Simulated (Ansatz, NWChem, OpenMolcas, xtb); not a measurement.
Ligand exchange: SeH(CH3) + SiH3Cl → SiH3(SeH) + CH3Cl

Species: SeH(CH3), singlet; SiH3Cl (chlorosilane) `[SiH3]Cl`, singlet; SiH3(SeH), singlet; CH3Cl (chloromethane) `CCl`, singlet. The partners trade CH3 for SiH3: Se–CH3 and Cl–SiH3 bonds give way to Se–SiH3 and Cl–CH3.

Shapes, held fixed at every level: PBE0-D4/def2-TZVP. Programs: Ansatz 0.2.0, NWChem 7.3.0, OpenMolcas 26.06, xtb 6.7.1. A level may come from different programs for different species; with the same settings they agree closely. The zero-point and thermal change to 298 K, harmonic and unscaled (PBE0-D4/def2-TZVP), is -0.1 kJ/mol.

(1) Estimate ΔH(298 K) of this reaction.

Answers

(1) The highest level, CCSD(T)/def2-TZVPP, gives ΔH(298 K) = +54.6 kJ/mol; the levels span +44.8 to +57.6. The column of differences is taken from that level and isn't an error. No measured value is set beside it here. Relativity is left out for Se unless named. Correlated rows may include outer-core shells of Se, which these sets cover unevenly.

| level | kind | ΔH(298 K) (kJ/mol) | less CCSD(T)/def2-TZVPP |
| --- | --- | --- | --- |
| GFN2-xTB | semi-empirical | +50.7 | -3.9 |
| HF/def2-SVP | Hartree–Fock | +55.9 | +1.3 |
| HF/def2-TZVPP | Hartree–Fock | +56.1 | +1.5 |
| SPW92/def2-TZVPP | LDA | +44.8 | -9.8 |
| r2SCAN-D4/def2-TZVPP | meta-GGA | +50.7 | -3.9 |
| B3LYP-D4/def2-TZVPP | global hybrid | +51.3 | -3.3 |
| MP2/def2-TZVPP | perturbation theory | +57.6 | +3.0 |
| CCSD/def2-SVP | coupled cluster or CI | +51.3 | -3.3 |
| CCSD(T)/def2-TZVPP | coupled cluster or CI | +54.6 | 0.0 |
